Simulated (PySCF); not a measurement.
PySCF input (M06-2X/def2-TZVPD):

```python
from pyscf import gto, scf, dft

mol = gto.M(
    atom='''
    Si    0.05119599   -0.18585216    0.03267692
    F    -0.11622661   -0.20189144    1.58619327
    O    -0.47240098    1.49734117   -0.31456332
    O     1.52146634   -0.00852168   -0.53304365
    O    -0.93627142   -1.14186664   -0.75220426
    H     0.14033087    2.10916834   -0.75956593
    H     2.05906368   -0.68600155   -0.95697339
    H    -1.58523746   -1.74260091   -0.37028963
    H    -1.18721293    1.96276436    0.15210253
    ''',
    basis='def2-tzvpd',
    charge=1,
    spin=0,
    verbose=4,
)

mf = dft.RKS(mol, xc='m062x').density_fit(auxbasis='def2-universal-jkfit')
mf.grids.level = 4
mf.conv_tol = 1e-9
mf.max_cycle = 100
mf.max_memory = 1500
mf.kernel()
if not mf.converged:
    mf = mf.newton()
    mf.kernel(mf.make_rdm1())
mf.analyze()
```

End of the output:

```
Extra cycle  E= -617.376827433177  delta_E= 3.18e-12  |g|= 1.25e-05  |ddm|= 1.11e-05
converged SCF energy = -617.376827433177
**** SCF Summaries ****
Total Energy =                        -617.376827433176913
Nuclear Repulsion Energy =             280.000373372224828
One-electron Energy =                -1400.359301163151258
Two-electron Energy =                  502.982100357749403
Two-electron Coulomb Energy =          561.495908644000792
DFT Exchange-Correlation Energy =      -58.513808286251383
HOMO-LUMO gap [eV] =                    12.054812061003204
**** MO energy ****
MO #1   energy= -67.3169479965136  occ= 2
MO #2   energy= -25.4468243583046  occ= 2
MO #3   energy= -19.9634679755213  occ= 2
MO #4   energy= -19.8465689626982  occ= 2
MO #5   energy= -19.8437822827984  occ= 2
MO #6   energy= -5.84459434294816  occ= 2
MO #7   energy= -4.1589723692631   occ= 2
MO #8   energy= -4.15657982079037  occ= 2
MO #9   energy= -4.15557746428181  occ= 2
MO #10  energy= -1.54937545019418  occ= 2
MO #11  energy= -1.4749298988623   occ= 2
MO #12  energy= -1.35850054377692  occ= 2
MO #13  energy= -1.33995203362238  occ= 2
MO #14  energy= -0.951599064343885 occ= 2
MO #15  energy= -0.932818019577099 occ= 2
MO #16  energy= -0.842648082345184 occ= 2
MO #17  energy= -0.834445750441903 occ= 2
MO #18  energy= -0.806465989138466 occ= 2
MO #19  energy= -0.760681316148856 occ= 2
MO #20  energy= -0.747516072168835 occ= 2
MO #21  energy= -0.727581844134467 occ= 2
MO #22  energy= -0.680601549842853 occ= 2
MO #23  energy= -0.664272952699051 occ= 2
MO #24  energy= -0.64259411839633  occ= 2
MO #25  energy= -0.634757382569585 occ= 2
MO #26  energy= -0.191751206693682 occ= 0
MO #27  energy= -0.141837500987678 occ= 0
MO #28  energy= -0.125613682424718 occ= 0
MO #29  energy= -0.108448299065546 occ= 0
MO #30  energy= -0.0964108695295781 occ= 0
MO #31  energy= -0.0766984797198872 occ= 0
MO #32  energy= -0.0753056899821813 occ= 0
MO #33  energy= -0.0606421456694356 occ= 0
MO #34  energy= -0.0552491217828333 occ= 0
MO #35  energy= -0.0470695298726079 occ= 0
MO #36  energy= -0.0465126029297549 occ= 0
MO #37  energy= -0.0399188925828147 occ= 0
MO #38  energy= -0.0295701345901118 occ= 0
MO #39  energy= -0.0104490122415375 occ= 0
MO #40  energy= -0.00924011059611637 occ= 0
MO #41  energy= -0.00343556990626609 occ= 0
MO #42  energy= 0.0124271737943964 occ= 0
MO #43  energy= 0.0166196607637518 occ= 0
MO #44  energy= 0.0235880497220767 occ= 0
MO #45  energy= 0.0276406363438738 occ= 0
MO #46  energy= 0.041969343961847  occ= 0
MO #47  energy= 0.0551611193205267 occ= 0
MO #48  energy= 0.0671717786383088 occ= 0
MO #49  energy= 0.0773286791041186 occ= 0
MO #50  energy= 0.0843380650634376 occ= 0
MO #51  energy= 0.0919975154270807 occ= 0
MO #52  energy= 0.10405267329386   occ= 0
MO #53  energy= 0.106757483487059  occ= 0
MO #54  energy= 0.116502484491856  occ= 0
MO #55  energy= 0.128495604897892  occ= 0
MO #56  energy= 0.132547587766437  occ= 0
MO #57  energy= 0.143050910302132  occ= 0
MO #58  energy= 0.144915755997488  occ= 0
MO #59  energy= 0.156439906673789  occ= 0
MO #60  energy= 0.162172580977327  occ= 0
MO #61  energy= 0.170311934564173  occ= 0
MO #62  energy= 0.175974657435332  occ= 0
MO #63  energy= 0.185387570304658  occ= 0
MO #64  energy= 0.196861723230987  occ= 0
MO #65  energy= 0.20507378267218   occ= 0
MO #66  energy= 0.213323604803645  occ= 0
MO #67  energy= 0.222973415922     occ= 0
MO #68  energy= 0.228086160642841  occ= 0
MO #69  energy= 0.246041977879159  occ= 0
MO #70  energy= 0.251968094779153  occ= 0
MO #71  energy= 0.262874553978487  occ= 0
MO #72  energy= 0.269994828926874  occ= 0
MO #73  energy= 0.285841827891254  occ= 0
MO #74  energy= 0.296114204775531  occ= 0
MO #75  energy= 0.310220201795627  occ= 0
MO #76  energy= 0.333086537018571  occ= 0
MO #77  energy= 0.357053901242512  occ= 0
MO #78  energy= 0.373911621798854  occ= 0
MO #79  energy= 0.385009197889748  occ= 0
MO #80  energy= 0.39709090394815   occ= 0
MO #81  energy= 0.410286376371527  occ= 0
MO #82  energy= 0.425102502819111  occ= 0
MO #83  energy= 0.426637962734448  occ= 0
MO #84  energy= 0.452385899132902  occ= 0
MO #85  energy= 0.469818456336179  occ= 0
MO #86  energy= 0.486762628661273  occ= 0
MO #87  energy= 0.500846303946105  occ= 0
MO #88  energy= 0.508458650790839  occ= 0
MO #89  energy= 0.524180188879965  occ= 0
MO #90  energy= 0.530992243623173  occ= 0
MO #91  energy= 0.555182098538686  occ= 0
MO #92  energy= 0.569338640495012  occ= 0
MO #93  energy= 0.581555333527548  occ= 0
MO #94  energy= 0.599252876829635  occ= 0
MO #95  energy= 0.616344983409081  occ= 0
MO #96  energy= 0.620492446848329  occ= 0
MO #97  energy= 0.631363679938233  occ= 0
MO #98  energy= 0.644657587230642  occ= 0
MO #99  energy= 0.666379852707812  occ= 0
MO #100 energy= 0.67416462381043   occ= 0
MO #101 energy= 0.70470362049011   occ= 0
MO #102 energy= 0.717961379114017  occ= 0
MO #103 energy= 0.733691852883959  occ= 0
MO #104 energy= 0.753081764994515  occ= 0
MO #105 energy= 0.755691867351652  occ= 0
MO #106 energy= 0.797194979736307  occ= 0
MO #107 energy= 0.819982975587256  occ= 0
[...]
```

It need not be the lowest isomer of its formula.
